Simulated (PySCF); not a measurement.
**C₆ coefficients of unlike pairs at UHF**

Calculated with PySCF 2.14 from the dipole response of each species, C₆(A,B) = (3/π) ∫ α_A(iu) α_B(iu) du, in atomic units, from isotropic polarisabilities. For ions this is the dispersion term alone; charge-induced terms of lower order in 1/R come first.

```csv
species,configuration,basis,relativity,α (bohr³),C₆ (like pair)
Te²⁺,[Kr] 4d10 5s2 5p2 (3P),aug-cc-pVQZ-DK3 (9s8p6d3f2g),spin-free X2C,15.51,102.4
W⁺,[Xe] 4f14 5d4 6s1 (6D),def2-QZVPPD with the def2 core potential (60 electrons) (7s6p4d3f2g),core potential,43.99,387.3
P,[Ne] 3s2 3p3 (4S),dyall-av3z (19s12p3d2f),none,25.37,187.7
Se⁻,[Ar] 3d10 4s2 4p5 (2P),"aug-cc-pVTZ-PP with one added diffuse shell each of s, d, f type with ECP10MDF (7s5p5d3f)",core potential,64.58,733.0
```

Estimate C₆ for W⁺ with Te²⁺.

The integral gives 191.2. The combination rule 2 C_A C_B / (C_A α_B/α_A + C_B α_A/α_B) gives 185.8 and the geometric mean 199.2.

No spin-orbit coupling is included.

The other pairs:

```tsv
pair	C₆
Se⁻, W⁺	530.6
Se⁻, Te²⁺	257.1
Se⁻, P	364.7
P, W⁺	266.5
P, Te²⁺	135.9
```
